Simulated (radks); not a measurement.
Results of a calculation; reference values are marked as such.
Q: Au XXXVIII, 42 electrons, occupied as [Kr] 4d6 (the NIST ground configuration). Level of theory: non-relativistic Kohn-Sham, PBE, spin-polarised, spherical densities, point nucleus; open shells are filled with parallel spins first (spin-orbit coupling, left out, can overturn this in heavy ions); relativity is left out, which matters for an element this heavy (a radial shooting solver on a logarithmic mesh with Libxc functionals). Some entries of the table are withheld. Estimate them.

| orbital | occ. | eigenvalue (eV) | r(max) (bohr) | <r> (bohr) |
|---|---|---|---|---|
| 1s up | 1 | -74641.91 | 0.01272 | 0.01916 |
| 1s down | 1 | -74641.81 | 0.01272 | 0.01916 |
| 2s up | 1 | -13772.66 | 0.06914 | 0.08072 |
| 2s down | 1 | -13767.57 | 0.06913 | 0.08071 |
| 2p up | 3 | -13300.75 | 0.05363 | 0.06822 |
| 2p down | 3 | -13296.85 | 0.05362 | 0.06821 |
| 3s up | 1 | -4395.708 | 0.1881 | 0.2018 |
| 3s down | 1 | -4393.063 | 0.1881 | 0.2016 |
| 3p up | 3 | -4178.063 | 0.1769 | 0.1920 |
| 3p down | 3 | -4175.419 | 0.1769 | 0.1919 |
| 3d up | 5 | -3776.110 | 0.1389 | 0.1676 |
| 3d down | 5 | -3772.257 | 0.1390 | 0.1675 |
| 4s up | 1 | -1957.398 | 0.3984 | 0.4066 |
| 4s down | 1 | -1946.935 | 0.3985 | 0.4072 |
| 4p up | 3 | -1861.145 | 0.3943 | 0.4038 |
| 4p down | 3 | -1850.616 | 0.3944 | 0.4044 |
| 4d up | 5 | (1) | 0.3783 | 0.3935 |
| 4d down | 1 | (2) | 0.3784 | 0.3941 |
| 5s up | 0 | -1099.146 | 0.7200 | 0.7028 |
| 5s down | 0 | -1094.951 | 0.7215 | 0.7044 |
| 5p up | 0 | -1053.366 | 0.7262 | (3) |
| 5p down | 0 | -1049.233 | 0.7278 | (4) |

A: 
(1) 4d up eigenvalue (eV): -1688.660
(2) 4d down eigenvalue (eV): -1677.930
(3) 5p up <r> (bohr): 0.7086
(4) 5p down <r> (bohr): 0.7102
